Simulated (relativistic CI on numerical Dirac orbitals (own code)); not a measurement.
# Ligand-field terms of d3

Computed with a parametric ligand-field model of a d^n configuration (Racah B and C, spin-orbit zeta, crystal field), exact diagonalisation.

Field parameters in Wybourne normalisation: Oh B⁴₀ = 21Dq, B⁴₄ = √(5/14) B⁴₀; Td as Oh with Dq negative (B⁴₀ = 21Dq, B⁴₄ = √(5/14) B⁴₀). The field is a parameter set, without covalency.

Q: Lowest levels for B = 470, C = 1770, ζ = 2900 cm⁻¹, Oh, 10Dq = 35900 cm⁻¹?

A: Γ8 0 (S 1.45), Γ8 8419 (S 0.57), Γ8 9669 (S 0.51), Γ6 10255 (S 0.51), Γ7 16137 (S 0.53), Γ8 17639 (S 0.56), Γ7 35552 (S 1.48), Γ8 36084 (S 1.46), Γ8 36703 (S 1.45) cm⁻¹, with S from ⟨S²⟩ = S(S + 1). The ground level has 0.02 electrons in the cubic e pair.

Q: Lowest levels for B = 470, C = 1960, ζ = 780 cm⁻¹, Td, 10Dq = -11350 cm⁻¹?

A: Γ8 0 (S 0.78), Γ7 2005 (S 1.50), Γ8 2378 (S 1.37), Γ8 2834 (S 1.46), Γ6 3295 (S 1.50), Γ6 10246 (S 0.55), Γ8 10459 (S 0.67), Γ7 10552 (S 0.65), Γ8 10870 (S 0.68) cm⁻¹, with S from ⟨S²⟩ = S(S + 1). The ground level has 2.74 electrons in the cubic e pair; its S is far from a half-integer, so spin-orbit coupling mixes spin states.

Q: Lowest levels for B = 970, C = 4520, ζ = 620 cm⁻¹, Oh, 10Dq = 18450 cm⁻¹?

A: Γ8 0 (S 1.50), Γ7 18225 (S 1.50), Γ8 18259 (S 1.44), Γ8 18434 (S 1.48), Γ6 18584 (S 1.48), Γ8 20729 (S 0.61), Γ8 21341 (S 0.55), Γ6 21610 (S 0.54), Γ7 27095 (S 1.47) cm⁻¹, with S from ⟨S²⟩ = S(S + 1). The ground level has 0.00 electrons in the cubic e pair.

Q: Lowest levels for B = 560, C = 2490, ζ = 60 cm⁻¹, Oh, 10Dq = 15400 cm⁻¹?

A: Γ8 0 (S 1.50), Γ8 11642 (S 0.50), Γ8 12123 (S 0.50), Γ6 12139 (S 0.50), Γ7 15375 (S 1.50), Γ8 15390 (S 1.50), Γ6 15416 (S 1.50), Γ8 15416 (S 1.50), Γ8 17705 (S 0.50) cm⁻¹, with S from ⟨S²⟩ = S(S + 1). The ground level has 0.00 electrons in the cubic e pair.

Q: Lowest levels for B = 300, C = 1190, ζ = 820 cm⁻¹, Oh, 10Dq = 17250 cm⁻¹?

A: Γ8 0 (S 1.49), Γ8 5873 (S 0.51), Γ8 6047 (S 0.51), Γ6 6293 (S 0.51), Γ7 9867 (S 0.51), Γ8 9903 (S 0.52), Γ7 17029 (S 1.49), Γ8 17224 (S 1.49), Γ8 17485 (S 1.49) cm⁻¹, with S from ⟨S²⟩ = S(S + 1). The ground level has 0.01 electrons in the cubic e pair.
